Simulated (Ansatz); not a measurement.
Geometry optimisation, RKS CAM-B3LYP-D4/def2-mTZVP in Ansatz.

Input file:

```yaml
crystal:
  periodic: [false, false, false]
  atoms:
    - { symbol: Si, position_ang: [-0.643384, -0.924359, -0.496122] }
    - { symbol: H, position_ang: [0.265647, -1.20235, 0.594237] }
    - { symbol: H, position_ang: [-0.663548, -2.161701, -1.313939] }
    - { symbol: H, position_ang: [-1.994699, -0.718775, 0.058403] }
    - { symbol: C, position_ang: [-0.046105, 0.51534, -1.529759] }
    - { symbol: H, position_ang: [0.11216, 1.339092, 2.059905] }
    - { symbol: F, position_ang: [-0.601888, 1.306575, 1.485211] }
    - { symbol: H, position_ang: [1.534561, -0.635246, 1.913612] }
    - { symbol: F, position_ang: [1.803627, 0.039074, 2.474564] }
    - { symbol: H, position_ang: [-0.61422, 0.589165, -2.457851] }
    - { symbol: H, position_ang: [-0.156783, 1.453677, -0.989797] }
    - { symbol: H, position_ang: [1.004832, 0.399508, -1.798563] }
basis:
  gaussian: { orbitals: def2-mTZVP }
hamiltonian:
  xc: cam_b3lyp
  dispersion: d4
relax:
  f_tol: 0.03
  max_steps: 50
```

Command:

```bash
$ ansatz run input.yaml --threads 4 --pin off --max-ram 5120MiB --backend cpu --events-out ev --progress --plain --runs-dir out
```

Task: Where does it end, and by what steps?

Result: It converged. The force dipped under the threshold on the way, but the program's further checks kept it going. After 14 steps the energy has fallen by 0.167 eV; F7 moved furthest, 0.80 Å.

```
step  energy less start (eV)  largest force component (eV/Å)  accepted
   0                  0.0000                           0.917       yes
   1                 -0.1033                           1.138       yes
   2                 -0.1451                           0.436       yes
   3                 -0.1379                           0.716        no
   4                 -0.1546                           0.247       yes
   5                 -0.1599                           0.143       yes
   6                 -0.1629                           0.162       yes
   7                 -0.1620                           0.286        no
   8                 -0.1653                           0.059       yes
   9                 -0.1658                           0.046       yes
  10                 -0.1663                           0.133       yes
  11                 -0.1666                           0.086       yes
  12                 -0.1670                           0.003       yes
  13                 -0.1672                           0.025       yes
  14                 -0.1673                           0.025       yes
```

```xyz
12
Properties=species:S:1:pos:R:3
Si -0.550 -1.091 -0.578
H 0.419 -1.370 0.532
H -0.469 -2.273 -1.462
H -1.887 -1.032 0.045
C -0.082 0.492 -1.442
H 0.401 1.431 2.051
F -0.194 1.987 1.577
H 1.027 -0.613 1.740
F 1.297 0.001 2.407
H -0.763 0.696 -2.268
H -0.127 1.333 -0.752
H 0.927 0.440 -1.852
```

Run time: 39 s on 4 threads of Arm Neoverse N1, on a shared host, peak memory 0.24 GiB.
